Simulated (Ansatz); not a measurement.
Relaxed structures of LiInHCl, closed shell (PBE0-D4/def2-TZVP; forces vanish, vibrations not checked; lower isomers may exist, and structures with a doubtful reference or unclear bonds are left out; Å). Program: Ansatz 0.2.0. Basis: def2-TZVPP. Cores are frozen in the correlated methods. Filled d shells of the heavier atoms are correlated. Core potentials replace the inner electrons of the atoms past krypton. The outer core shell of Li, Na, Mg and K is correlated. The def2 sets are not built for correlating such inner shells, so the correlated values are less sure here.

Task: Rank them by CCSD(T) energy, lowest first, and give each one's height above the lowest. Links in brackets join atoms within 1.22 times the sum of their covalent radii (1.1 for two metals). (An estimate is asked for; the value comes from the calculation.)
A.
LiInHCl ([Li]1[Cl][InH]1)
```
4
angstrom
Li -1.4442 -0.2215 -1.4029
In 0.1392 1.0011 0.3343
Cl -0.1431 -1.6216 -0.4637
H 1.4481 0.8420 1.5323
```
B.
LiInHCl ([H]1[Li]2[Cl][In]12)
```
4
angstrom
Li 0.9349 -0.2064 0.8372
In -1.2066 0.6665 -0.9993
Cl -0.0219 -1.6999 -0.3654
H 0.1529 1.2570 0.3987
```
C.
a complex of HCl + In + Li
```
4
angstrom
Li -2.1746 -0.4024 -2.1263
In -0.0905 -1.7761 -0.4457
Cl 0.4949 1.1902 0.7070
H 1.4386 1.0286 1.5614
```

Result: By the calculation: B (0.00 kcal/mol), A (14.30 kcal/mol), C (73.49 kcal/mol). Heights count from the lowest.

T1 diagnostic: at most 0.015. The restricted Hartree–Fock reference is unstable towards an unrestricted one at one or more of these structures.

For scale, one of the runs: CCSD(T)/def2-TZVPP, 125 basis functions, launched by `ansatz run in.yaml --threads 2 --pin off --events-out ev --progress --plain --max-ram 4352MiB`. The run took 14 s on 2 CPU threads of an Arm Neoverse V2 (shared host), with 0.64 GiB of host memory at its peak.
